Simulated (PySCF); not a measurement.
Mayer bond orders and bond lengths

Compound: C7H10FP.
Atom-mapped SMILES: `[F:1][C:2]1=[CH:3][CH2:4][CH2:5][P:6]1[CH:7]1[CH2:8][CH2:9]1` (hydrogens: H10 on C3; H11, H12 on C4; H13, H14 on C5; H15 on C7; H16, H17 on C8; H18, H19 on C9)

Geometry (GFN2-xTB, Å), atoms numbered from 1 in this order:
```xyz
19
C7H10FP angstrom
F     -0.6619    2.7456   -0.8626
C     -1.0008    1.5047   -0.4730
C     -2.0376    0.8382   -0.9593
C     -2.2273   -0.5353   -0.4019
C     -1.3197   -0.6768    0.8309
P      0.0028    0.6439    0.7972
C      1.1880   -0.1462   -0.3755
C      2.5306    0.5027   -0.5596
C      2.4255   -0.7782    0.1976
H     -2.7031    1.2216   -1.7162
H     -1.9706   -1.2749   -1.1665
H     -3.2730   -0.7016   -0.1347
H     -0.8615   -1.6638    0.9027
H     -1.9014   -0.5197    1.7429
H      0.7355   -0.6164   -1.2434
H      2.7375    1.4055   -0.0034
H      2.9711    0.4897   -1.5453
H      2.7935   -1.6844   -0.2606
H      2.5625   -0.7455    1.2688
```

Bond orders from the PBE0/pcSseg-1 density (PySCF). The structure is a single GFN2-xTB conformer in the gas phase; no vibrational or solvent corrections.

(1) Where do the orders between heavy atoms depart from those drawn in the SMILES?

(2) Set the Mayer orders of the bonds between heavy atoms beside their lengths.

Results:

(1) The largest departure is 0.201, at C2–C3 (drawn double, 1.799).

(2) 
```csv
bond,drawn as,length (Å),Mayer order
F1–C2,single,1.344,0.926
C2–C3,double,1.325,1.799
C3–C4,single,1.494,1.029
C4–C5,single,1.537,0.998
C5–P6,single,1.869,0.974
P6–C7,single,1.845,0.925
C7–C8,single,1.503,0.943
C8–C9,single,1.492,0.986
P6–C2,single,1.833,0.945
C9–C7,single,1.503,0.938
```

Bonds between the same two heavy elements. C–C: lowest C9–C7 (0.938, 1.503 Å), highest C2–C3 (1.799, 1.325 Å); in 2 of the 15 pairs the longer bond (by over 0.003 Å) has the higher order (by 0.02 or more). C–P: lowest P6–C7 (0.925, 1.845 Å), highest C5–P6 (0.974, 1.869 Å); in 2 of the 3 pairs the longer bond (by over 0.003 Å) has the higher order (by 0.02 or more).

And the bonds to hydrogen?

C–H: 0.92 to 0.96 (10 bonds).

Sum the orders of all bonds at each heavy atom with more than one neighbour and set the sums beside the valence in the SMILES.

C2 3.670 (drawn 4), C3 3.785 (drawn 4), C4 3.906 (drawn 4), C5 3.858 (drawn 4), P6 2.844 (drawn 3), C7 3.729 (drawn 4), C8 3.835 (drawn 4), C9 3.831 (drawn 4). Orders between atoms that aren't bonded are not in these sums.

The Mayer order sums products of elements of PS (density times overlap matrix) between the two atoms' basis functions, so it depends on the basis set.
